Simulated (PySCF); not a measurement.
Niobium: a sound run and one with changed settings

Sound run: Nb⁺ [Kr] 4d4, Nb²⁺ [Kr] 4d3. All numbers are calculated (PySCF 2.14, scalar relativity by spin-free X2C-1e, in x2c-TZVPall (8s6p6d1f, 63 functions)). In the sound run the correlated levels freeze [Kr]. The sound run starts from symmetry-adapted Hartree-Fock orbitals and uses a fine grid where one is needed.

Changed run: no relativity, point nucleus. This setting is unsound on purpose.

```tsv
species	method	sound run (hartree)	changed run (hartree)	converged
Nb⁺	UHF	-3817.01435	-3714.49578	yes
Nb⁺	PBE	-3818.69227	-3716.32749	yes
Nb⁺	MP2	-3817.04209	-3714.52307	yes
Nb²⁺	UHF	-3816.53349	-3714.00329	yes
Nb²⁺	PBE	-3818.15592	-3715.78177	yes
Nb²⁺	MP2	-3816.54515	-3714.01471	yes
```

Ionisation energy of Nb⁺:

```
 method  sound run (eV)  changed run (eV)
    UHF          13.085            13.401
    PBE          14.595            14.850
  M06-L          13.782            14.028
    MP2          13.522            13.833
SCS-MP2          13.231            13.545
```

Most of the change in total energy is the relativistic energy itself. On top of that the contraction fixes the core shape for the Hamiltonian it was made with, so the changed run is not a good calculation with the other Hamiltonian either.

For comparison, NIST gives 14.32 eV between the lowest levels.
